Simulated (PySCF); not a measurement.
Vibration and rotation of KAl

UHF-CCSD(T) constants of KAl, ³Π (triplet), unpaired electrons σ ↑, π ↑ (K def2-SVPD, Al def2-SVPD; no relativity (PySCF 2.14); masses 38.9637 and 26.9815 u):

- ωe: 138.3 cm⁻¹
- ωexe: 0.955 cm⁻¹
- Be: 0.088078 cm⁻¹
- αe: 0.000759 cm⁻¹
- D (centrifugal): 1.43e-07 cm⁻¹
- De to K + Al: 0.472 eV

(1) Give the vibrational terms G(v) and spacings up to v = 6.

(2) How well does the Morse estimate ωe²/(4ωexe) reproduce De, and what is D0?

Correlated steps freeze 10 core orbitals. Correlated levels converge slowly with the basis: in double zeta they bind strong bonds too weakly, by up to about 1 eV, and carry superposition errors of some tenths. The state is the lowest determinant that a PBE0 search found; another state may lie lower at other levels.

Results:

(1) G(v) = ωe(v+½) − ωexe(v+½)².

```tsv
v	G(v) (cm⁻¹)	G(v) − G(v−1)	Bv (cm⁻¹)
0	68.9		0.08770
1	205.3	136.4	0.08694
2	339.8	134.5	0.08618
3	472.4	132.6	0.08542
4	603.0	130.7	0.08466
5	731.8	128.8	0.08390
6	858.6	126.8	0.08314
```

(2) It gives 0.621 eV, 132 % of the computed De. D0 = De − G(0) = 0.472 − 0.009 = 0.463 eV.
